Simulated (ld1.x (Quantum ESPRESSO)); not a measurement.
## PBE PAW dataset for Cd (Z = 48), fully relativistic all-electron reference.

Input for ld1.x (Quantum ESPRESSO) 7.5:

```
&input
   title='Cd', zed=48., rel=2, dft='PBE', iswitch=3,
   config='[Kr] 4d10 5s2 5p0', rel_dist='average',
   nld=5, rlderiv=1.65, eminld=-10.0, emaxld=5.0, deld=0.04
 /
 &inputp
   pseudotype=3, lpaw=.true., tm=.true., lloc=-1, rcloc=1.15,
   nlcc=.true., new_core_ps=.true., rcore=1.35,
   which_augfun='BESSEL', rmatch_augfun=0.95,
   file_pseudopw='Cd.UPF', file_wfcaegen='ae.wfc', file_wfcncgen='nc.wfc', file_beta='beta', file_chi='chi', file_wfcusgen='us.wfc'
 /
6
4S  1  0   2.00   0.00  1.25  1.45  0.0
5S  2  0   2.00   0.00  1.25  1.45  0.0
4P  2  1   6.00   0.00  1.30  1.35  0.0
5P  3  1   0.00   0.00  1.30  1.35  0.0
4D  3  2  10.00   0.00  1.15  1.50  0.0
4D  3  2   0.00   1.50  1.15  1.50  0.0
 &test
   configts(1)='4s2 4p6 4d10 5s2 5p0'
 /
```

Command:

```bash
ld1.x < Cd.in > Cd.out
```

Output (shortened: banner, matrices, multipoles, cross overlaps and the repeated all-electron block are left out):

```
Program LD1 v.7.5
     --------------------------- All-electron run ----------------------------

     Cd
     dirac relativistic calculation

     atomic number is 48.00
     dft =PBE   lsd =0 sic =0 latt =0  beta=0.20 tr2=1.0E-14
     Exchange-correlation= PBE
                           (   1   4   3   4   0   0   0)
     mesh =1239 r(mesh) =  99.86297 a.u. xmin = -7.00 dx = 0.01250
     1 Ry =  13.60569312 eV, c = 137.03599908

     n l j   nl                  e(Ry)          e(Ha)          e(eV)
     Spin orbit split results
     1 0 0.5 1S 1( 2.00)     -1948.4179      -974.2090    -26509.5765
     2 0 0.5 2S 1( 2.00)      -289.1858      -144.5929     -3934.5726
     2 1 0.5 2P 1( 2.00)      -269.2075      -134.6037     -3662.7545
     2 1 1.5 2P 1( 4.00)      -255.0617      -127.5308     -3470.2911
     3 0 0.5 3S 1( 2.00)       -53.9013       -26.9506      -733.3641
     3 1 0.5 3P 1( 2.00)       -45.8970       -22.9485      -624.4609
     3 1 1.5 3P 1( 4.00)       -43.3707       -21.6854      -590.0890
     4 0 0.5 4S 1( 2.00)        -7.7798        -3.8899      -105.8498
     4 1 0.5 4P 1( 2.00)        -5.2149        -2.6074       -70.9519
     4 1 1.5 4P 1( 4.00)        -4.7869        -2.3934       -65.1288
     3 2 1.5 3D 1( 4.00)       -29.2113       -14.6056      -397.4399
     3 2 2.5 3D 1( 6.00)       -28.6980       -14.3490      -390.4557
     4 2 1.5 4D 1( 4.00)        -0.8932        -0.4466       -12.1522
     4 2 2.5 4D 1( 6.00)        -0.8420        -0.4210       -11.4558
     5 0 0.5 5S 1( 2.00)        -0.4160        -0.2080        -5.6594
     5 1 0.5 5P 1( 0.00)        -0.0959        -0.0480        -1.3049
     5 1 1.5 5P 1( 0.00)        -0.0832        -0.0416        -1.1322
     Averaged results
     1 0     1S 1( 2.00)     -1948.4179      -974.2090    -26509.5765
     2 0     2S 1( 2.00)      -289.1858      -144.5929     -3934.5726
     2 1     2P 1( 6.00)      -259.7770      -129.8885     -3534.4456
     3 0     3S 1( 2.00)       -53.9013       -26.9506      -733.3641
     3 1     3P 1( 6.00)       -44.2128       -22.1064      -601.5463
     4 0     4S 1( 2.00)        -7.7798        -3.8899      -105.8498
     4 1     4P 1( 6.00)        -4.9295        -2.4648       -67.0699
     3 2     3D 1(10.00)       -28.9033       -14.4516      -393.2494
     4 2     4D 1(10.00)        -0.8625        -0.4312       -11.7343
     5 0     5S 1( 2.00)        -0.4160        -0.2080        -5.6594
     5 1     5P 1( 0.00)        -0.0874        -0.0437        -1.1898

     final scf error:  7.1E-15 reached in  31 iterations

     Etot =  -11192.077003 Ry,   -5596.038502 Ha, -152275.965116 eV

     Ekin =   11736.546759 Ry,    5868.273380 Ha,  159683.853528 eV
     Encl =  -27154.970383 Ry,  -13577.485192 Ha, -369462.193797 eV
     Eh   =    4535.729649 Ry,    2267.864824 Ha,   61711.745690 eV
     Exc  =    -309.383028 Ry,    -154.691514 Ha,   -4209.370537 eV

     normalization and overlap integrals

     s(1S/1S) =  1.000000  <r> =   0.0304  <r2> =    0.0012  r(max) =   0.0196
     s(2S/2S) =  1.000000  <r> =   0.1313  <r2> =    0.0204  r(max) =   0.1112
     s(2P/2P) =  1.000000  <r> =   0.1112  <r2> =    0.0152  r(max) =   0.0866
     s(2P/2P) =  1.000000  <r> =   0.1164  <r2> =    0.0165  r(max) =   0.0899
     s(3S/3S) =  1.000000  <r> =   0.3580  <r2> =    0.1468  r(max) =   0.3259
     s(3P/3P) =  1.000000  <r> =   0.3494  <r2> =    0.1420  r(max) =   0.3100
     s(3P/3P) =  1.000000  <r> =   0.3604  <r2> =    0.1508  r(max) =   0.3218
     s(4S/4S) =  1.000000  <r> =   0.8792  <r2> =    0.8760  r(max) =   0.7916
     s(4P/4P) =  1.000000  <r> =   0.9392  <r2> =    1.0110  r(max) =   0.8322
     s(4P/4P) =  1.000000  <r> =   0.9703  <r2> =    1.0795  r(max) =   0.8533
     s(3D/3D) =  1.000000  <r> =   0.3327  <r2> =    0.1318  r(max) =   0.2635
     s(3D/3D) =  1.000000  <r> =   0.3362  <r2> =    0.1344  r(max) =   0.2668
     s(4D/4D) =  1.000000  <r> =   1.2774  <r2> =    1.9925  r(max) =   0.9790
     s(4D/4D) =  1.000000  <r> =   1.2983  <r2> =    2.0628  r(max) =   0.9913
     s(5S/5S) =  1.000000  <r> =   2.8997  <r2> =    9.7621  r(max) =   2.3486
     s(5P/5P) =  1.000000  <r> =   4.3994  <r2> =   23.4096  r(max) =   3.2101
     s(5P/5P) =  1.000000  <r> =   4.6381  <r2> =   26.0341  r(max) =   3.3747

     ------------------------ End of All-electron run ------------------------

     --------------------- Generating PAW atomic setup --------------------

      Generating local potential from pseudized AE potential:
      Matching radius rcloc =   1.1500

      Local pseudo, rcloc= 1.137 Estimated cut-off energy=    19.54 Ry

      Computing core charge for nlcc:

       r > 1.35 : true rho core
      Core charge pseudized with two Bessel functions
      Integrated core pseudo-charge :   0.08

     Fully relativistic calculation: |psi|^2

     Wfc 4S LC norm =  0.99952284 SC norm =  0.00047649 missing  0.00000067
     Speed at rcutus      0.910 a.u.,  v/c =  0.006643,  (v/c)^2 = -0.00004413

     Wfc 5S LC norm =  0.99995519 SC norm =  0.00004109 missing  0.00000372
     Speed at rcutus      0.688 a.u.,  v/c =  0.005024,  (v/c)^2 =  0.00002524

     Wfc 4P LC norm =  0.99958200 SC norm =  0.00041751 missing  0.00000049
     Speed at rcutus      0.543 a.u.,  v/c =  0.003964,  (v/c)^2 = -0.00001572

     Wfc 4P LC norm =  0.99960435 SC norm =  0.00039353 missing  0.00000211
     Speed at rcutus      0.352 a.u.,  v/c =  0.002572,  (v/c)^2 = -0.00000661

     Wfc 5P LC norm =  0.99998185 SC norm =  0.00001617 missing  0.00000197
     Speed at rcutus      0.220 a.u.,  v/c =  0.001603,  (v/c)^2 =  0.00000257

     Wfc 5P LC norm =  0.99998390 SC norm =  0.00001228 missing  0.00000382
     Speed at rcutus      0.158 a.u.,  v/c =  0.001152,  (v/c)^2 =  0.00000133

     Wfc 4D LC norm =  0.99975667 SC norm =  0.00024326 missing  0.00000006
     Speed at rcutus      1.153 a.u.,  v/c =  0.008412,  (v/c)^2 =  0.00007076

     Wfc 4D LC norm =  0.99976310 SC norm =  0.00022705 missing  0.00000985
     Speed at rcutus      1.173 a.u.,  v/c =  0.008558,  (v/c)^2 =  0.00007324
      Wfc-us  4S rcutus= 1.461  Estimated cut-off energy=    26.03 Ry
      Wfc-us  5S rcutus= 1.461  Estimated cut-off energy=    52.59 Ry
      Wfc-us  4P rcutus= 1.355  Estimated cut-off energy=    45.73 Ry
      Wfc-us  4P rcutus= 1.355  Estimated cut-off energy=    45.43 Ry
      Wfc-us  5P rcutus= 1.355  Estimated cut-off energy=    80.99 Ry
      Wfc-us  5P rcutus= 1.355  Estimated cut-off energy=    78.29 Ry
      Wfc-us  4D rcutus= 1.498  Estimated cut-off energy=    51.78 Ry
      Wfc-us  4D rcutus= 1.498  Estimated cut-off energy=    51.70 Ry
      Wfc-us  4D rcutus= 1.498  Estimated cut-off energy=    72.63 Ry
      Wfc-us  4D rcutus= 1.498  Estimated cut-off energy=    71.02 Ry

     Required augmentation: BESSEL   radius:    0.950000
     Suggested rho cutoff for augmentation: 108.90 Ry

     Estimated PAW energy = -606.845983 Ryd

     ------------------- End of pseudopotential generation -------------------

     Computing logarithmic derivative in   1.64472
     Computing logarithmic derivative in   1.64472
     Computing the partial wave expansion
     R is outside the sphere for l=    0 j= 0.50
     R is outside the sphere for l=    0 j= 0.50
     R is outside the sphere for l=    1 j= 0.50
     R is outside the sphere for l=    1 j= 0.50
     R is outside the sphere for l=    1 j= 1.50
     R is outside the sphere for l=    1 j= 1.50
     R is outside the sphere for l=    2 j= 1.50
     R is outside the sphere for l=    2 j= 1.50
     R is outside the sphere for l=    2 j= 2.50
     R is outside the sphere for l=    2 j= 2.50

     ---------------------- Testing the pseudopotential ----------------------

     Cd
     dirac relativistic calculation

     atomic number is 48.00   valence charge is 20.00
     dft = SLA  PW   PBX  PBC   lsd =0 sic =0 latt =0  beta=0.20 tr2=1.0E-14
     mesh =1239 r(mesh) =  99.86297 xmin = -7.00 dx = 0.01250

     n l  j  nl             e AE (Ry)       e PS (Ry)    De AE-PS (Ry)
     1 0 0.5 4S   1( 2.00)       -7.77982       -7.77983        0.00001
     2 1 0.5 4P   1( 2.00)       -5.21487       -5.21487       -0.00000
     2 1 1.5 4P   1( 4.00)       -4.78688       -4.78689        0.00000
     3 2 1.5 4D   1( 4.00)       -0.89317       -0.89316       -0.00001
     3 2 2.5 4D   1( 6.00)       -0.84198       -0.84199        0.00001
     2 0 0.5 5S   1( 2.00)       -0.41596       -0.41596        0.00000
     3 1 0.5 5P   1( 0.00)       -0.09591       -0.09590       -0.00001
     3 1 1.5 5P   1( 0.00)       -0.08321       -0.08321       -0.00000

     eps = 6.5E-15  iter =  6

     Etot =  -11192.077003 Ry,   -5596.038502 Ha, -152275.965116 eV
     Etotps =  -606.846010 Ry,    -303.423005 Ha,   -8256.560586 eV

     Ekin =     448.822515 Ry,     224.411257 Ha,    6106.541399 eV
     Encl =   -1037.494910 Ry,    -518.747455 Ha,  -14115.837367 eV
     Ehrt =     291.209692 Ry,     145.604846 Ha,    3962.109709 eV
     Ecxc =    -309.383307 Ry,    -154.691653 Ha,   -4209.374327 eV
     (Ecc =      -0.046123 Ry,      -0.023061 Ha,      -0.627531 eV)

     ---------------------- End of pseudopotential test ----------------------
```

Generation and configuration tests took about 4.6 s on one core of a shared server CPU.

Transferability test of the new file with ld1.x, input:

```
&input
   title='Cd', zed=48., rel=2, dft='PBE', iswitch=2,
   config='[Kr] 4d10 5s2 5p0', rel_dist='average'
 /
 &test
   file_pseudo='Cd.UPF', nconf=8,
   configts(1)='4s2 4p6 4d10 5s2 5p0',
   configts(2)='4s2 4p6 4d10 5s1 5p0',
   configts(3)='4s2 4p6 4d10 5s0 5p0',
   configts(4)='4s2 4p6 4d9 5s0 5p0',
   configts(5)='4s2 4p6 4d9 5s2 5p0',
   configts(6)='4s2 4p6 4d10 5s0 5p1',
   configts(7)='4s2 4p6 4d10 5s0 5p2',
   configts(8)='4s2 4p6 4d9 5s2 5p1'
 /
```

```bash
ld1.x < Cd.test.in > Cd.test.out
```

Pseudopotential blocks of its output, shortened (energy terms left out):

```
     ---------------------- Testing the pseudopotential ----------------------

     n l  j  nl             e AE (Ry)       e PS (Ry)    De AE-PS (Ry)
     1 0 0.5 4S   1( 2.00)       -7.77982       -7.77983        0.00001
     2 1 0.5 4P   1( 2.00)       -5.21487       -5.21487       -0.00000
     2 1 1.5 4P   1( 4.00)       -4.78688       -4.78689        0.00000
     3 2 1.5 4D   1( 4.00)       -0.89317       -0.89316       -0.00001
     3 2 2.5 4D   1( 6.00)       -0.84198       -0.84199        0.00001
     2 0 0.5 5S   1( 2.00)       -0.41596       -0.41596        0.00000
     3 1 0.5 5P   1( 0.00)       -0.09591       -0.09590       -0.00001
     3 1 1.5 5P   1( 0.00)       -0.08321       -0.08321       -0.00000

     eps = 6.5E-15  iter =  6

     Etot =  -11192.077003 Ry,   -5596.038502 Ha, -152275.965116 eV
     Etotps =  -606.846010 Ry,    -303.423005 Ha,   -8256.560586 eV

     ---------------------- End of pseudopotential test ----------------------

          ---------------------- Testing the pseudopotential ----------------------

     n l  j  nl             e AE (Ry)       e PS (Ry)    De AE-PS (Ry)
     1 0 0.5 4S   1( 2.00)       -8.42914       -8.42916        0.00002
     2 1 0.5 4P   1( 2.00)       -5.86508       -5.86510        0.00002
     2 1 1.5 4P   1( 4.00)       -5.43752       -5.43756        0.00005
     3 2 1.5 4D   1( 4.00)       -1.53848       -1.53846       -0.00002
     3 2 2.5 4D   1( 6.00)       -1.48667       -1.48667       -0.00000
     2 0 0.5 5S   1( 1.00)       -0.95965       -0.95966        0.00000
     3 1 0.5 5P   1( 0.00)       -0.55886       -0.55885       -0.00001
     3 1 1.5 5P   1( 0.00)       -0.53457       -0.53457        0.00000

     eps = 7.8E-15  iter = 18

     Etot =  -11191.395417 Ry,   -5595.697709 Ha, -152266.691665 eV
     Etotps =  -606.164426 Ry,    -303.082213 Ha,   -8247.287167 eV
     dEtot_ae =       0.681586 Ry
     dEtot_ps =       0.681584 Ry,   Delta E=       0.000002 Ry

     ---------------------- End of pseudopotential test ----------------------

          ---------------------- Testing the pseudopotential ----------------------

     n l  j  nl             e AE (Ry)       e PS (Ry)    De AE-PS (Ry)
     1 0 0.5 4S   1( 2.00)       -9.16915       -9.16917        0.00001
     2 1 0.5 4P   1( 2.00)       -6.60556       -6.60560        0.00004
     2 1 1.5 4P   1( 4.00)       -6.17823       -6.17831        0.00008
     3 2 1.5 4D   1( 4.00)       -2.26891       -2.26886       -0.00005
     3 2 2.5 4D   1( 6.00)       -2.21622       -2.21619       -0.00003
     2 0 0.5 5S   1( 0.00)       -1.56637       -1.56637       -0.00000
     3 1 0.5 5P   1( 0.00)       -1.09708       -1.09708       -0.00000
     3 1 1.5 5P   1( 0.00)       -1.06164       -1.06165        0.00001

     eps = 3.5E-15  iter = 17

     Etot =  -11190.136600 Ry,   -5595.068300 Ha, -152249.564590 eV
     Etotps =  -604.905610 Ry,    -302.452805 Ha,   -8230.160100 eV
     dEtot_ae =       1.940403 Ry
     dEtot_ps =       1.940400 Ry,   Delta E=       0.000003 Ry

     ---------------------- End of pseudopotential test ----------------------

          ---------------------- Testing the pseudopotential ----------------------

     n l  j  nl             e AE (Ry)       e PS (Ry)    De AE-PS (Ry)
     1 0 0.5 4S   1( 2.00)      -10.38973      -10.38969       -0.00004
     2 1 0.5 4P   1( 2.00)       -7.81273       -7.81269       -0.00004
     2 1 1.5 4P   1( 4.00)       -7.37875       -7.37870       -0.00006
     3 2 1.5 4D   1( 3.60)       -3.40125       -3.40132        0.00007
     3 2 2.5 4D   1( 5.40)       -3.34442       -3.34450        0.00007
     2 0 0.5 5S   1( 0.00)       -2.37079       -2.37075       -0.00004
     3 1 0.5 5P   1( 0.00)       -1.81378       -1.81368       -0.00010
     3 1 1.5 5P   1( 0.00)       -1.76325       -1.76318       -0.00007

     eps = 4.4E-15  iter = 16

     Etot =  -11187.343141 Ry,   -5593.671571 Ha, -152211.557640 eV
     Etotps =  -602.112141 Ry,    -301.056071 Ha,   -8192.153020 eV
     dEtot_ae =       4.733862 Ry
     dEtot_ps =       4.733869 Ry,   Delta E=      -0.000007 Ry

     ---------------------- End of pseudopotential test ----------------------

          ---------------------- Testing the pseudopotential ----------------------

     n l  j  nl             e AE (Ry)       e PS (Ry)    De AE-PS (Ry)
     1 0 0.5 4S   1( 2.00)       -8.80027       -8.80023       -0.00004
     2 1 0.5 4P   1( 2.00)       -6.22443       -6.22436       -0.00008
     2 1 1.5 4P   1( 4.00)       -5.79104       -5.79093       -0.00011
     3 2 1.5 4D   1( 3.60)       -1.83881       -1.83891        0.00010
     3 2 2.5 4D   1( 5.40)       -1.78383       -1.78393        0.00010
     2 0 0.5 5S   1( 2.00)       -1.07205       -1.07204       -0.00000
     3 1 0.5 5P   1( 0.00)       -0.63355       -0.63349       -0.00006
     3 1 1.5 5P   1( 0.00)       -0.60430       -0.60427       -0.00003

     eps = 7.9E-15  iter = 15

     Etot =  -11190.755848 Ry,   -5595.377924 Ha, -152257.989884 eV
     Etotps =  -605.524820 Ry,    -302.762410 Ha,   -8238.584883 eV
     dEtot_ae =       1.321155 Ry
     dEtot_ps =       1.321190 Ry,   Delta E=      -0.000035 Ry

     ---------------------- End of pseudopotential test ----------------------

          ---------------------- Testing the pseudopotential ----------------------

     n l  j  nl             e AE (Ry)       e PS (Ry)    De AE-PS (Ry)
     1 0 0.5 4S   1( 2.00)       -8.54896       -8.54889       -0.00007
     2 1 0.5 4P   1( 2.00)       -5.98499       -5.98494       -0.00005
     2 1 1.5 4P   1( 4.00)       -5.55750       -5.55745       -0.00005
     3 2 1.5 4D   1( 4.00)       -1.65344       -1.65344       -0.00000
     3 2 2.5 4D   1( 6.00)       -1.60125       -1.60126        0.00001
     2 0 0.5 5S   1( 0.00)       -1.03349       -1.03348       -0.00000
     3 1 0.5 5P   1( 0.33)       -0.61962       -0.61960       -0.00002
     3 1 1.5 5P   1( 0.67)       -0.59355       -0.59354       -0.00001

     eps = 2.1E-15  iter = 18

     Etot =  -11190.971434 Ry,   -5595.485717 Ha, -152260.923080 eV
     Etotps =  -605.740437 Ry,    -302.870219 Ha,   -8241.518499 eV
     dEtot_ae =       1.105569 Ry
     dEtot_ps =       1.105573 Ry,   Delta E=      -0.000004 Ry

     ---------------------- End of pseudopotential test ----------------------

          ---------------------- Testing the pseudopotential ----------------------

     n l  j  nl             e AE (Ry)       e PS (Ry)    De AE-PS (Ry)
     1 0 0.5 4S   1( 2.00)       -8.04784       -8.04775       -0.00009
     2 1 0.5 4P   1( 2.00)       -5.48354       -5.48345       -0.00009
     2 1 1.5 4P   1( 4.00)       -5.05589       -5.05580       -0.00009
     3 2 1.5 4D   1( 4.00)       -1.15351       -1.15353        0.00002
     3 2 2.5 4D   1( 6.00)       -1.10154       -1.10157        0.00003
     2 0 0.5 5S   1( 0.00)       -0.58237       -0.58237        0.00000
     3 1 0.5 5P   1( 0.67)       -0.21707       -0.21706       -0.00001
     3 1 1.5 5P   1( 1.33)       -0.19861       -0.19861       -0.00000

     eps = 7.1E-15  iter = 17

     Etot =  -11191.367370 Ry,   -5595.683685 Ha, -152266.310061 eV
     Etotps =  -606.136370 Ry,    -303.068185 Ha,   -8246.905446 eV
     dEtot_ae =       0.709633 Ry
     dEtot_ps =       0.709640 Ry,   Delta E=      -0.000006 Ry

     ---------------------- End of pseudopotential test ----------------------

          ---------------------- Testing the pseudopotential ----------------------

     n l  j  nl             e AE (Ry)       e PS (Ry)    De AE-PS (Ry)
     1 0 0.5 4S   1( 2.00)       -8.26126       -8.26120       -0.00006
     2 1 0.5 4P   1( 2.00)       -5.68517       -5.68504       -0.00012
     2 1 1.5 4P   1( 4.00)       -5.25166       -5.25149       -0.00017
     3 2 1.5 4D   1( 3.60)       -1.30096       -1.30112        0.00016
     3 2 2.5 4D   1( 5.40)       -1.24618       -1.24633        0.00015
     2 0 0.5 5S   1( 2.00)       -0.58764       -0.58766        0.00002
     3 1 0.5 5P   1( 0.33)       -0.19992       -0.19989       -0.00003
     3 1 1.5 5P   1( 0.67)       -0.17925       -0.17924       -0.00001

     eps = 8.2E-15  iter = 13

     Etot =  -11191.148208 Ry,   -5595.574104 Ha, -152263.328216 eV
     Etotps =  -605.917147 Ry,    -302.958573 Ha,   -8243.922754 eV
     dEtot_ae =       0.928795 Ry
     dEtot_ps =       0.928864 Ry,   Delta E=      -0.000068 Ry

     ---------------------- End of pseudopotential test ----------------------
```
